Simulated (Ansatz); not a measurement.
Frontier orbitals of CH$_{7}$NSSi (`CS[SiH2]N`).

```xyz
11

C     1.092   -1.445   -0.429
S     1.615    0.083    0.399
Si   -0.297    0.896    0.875
N    -1.326    1.240   -0.447
H     0.452   -1.225   -1.284
H     0.570   -2.106    0.264
H     1.993   -1.945   -0.784
H     0.053    2.130    1.621
H    -1.064   -0.063    1.712
H    -1.048    1.845   -1.201
H    -2.040    0.590   -0.727
```

The species carries charge 0 and has multiplicity 1. The geometry is a stationary point of PBE0-D4/def2-TZVP. It is one conformer, not always the lowest. Basis def2-TZVPP, Ansatz.

Orbital energies of one run (eV). Highest occupied ones, from the top: -6.35, -7.10, -8.42, -9.12, -9.92, -10.95, -11.67, -11.82, -13.58, -14.33, -17.41, -21.19, -23.49, -99.39. Empty: -0.01, 0.50, 0.94, 1.60, 1.71, 1.91.

(1) Which functional gave them?
A. HSE06 (plane-wave form)
B. CAM-B3LYP
C. LC-ωPBE
D. BLYP

Results:

(1) A. HOMO energies: HSE06 -6.35, LC-ωPBE -9.46, BLYP -5.39, CAM-B3LYP -8.07 eV.

LC-ωPBE has ω = 0.4 bohr⁻¹.
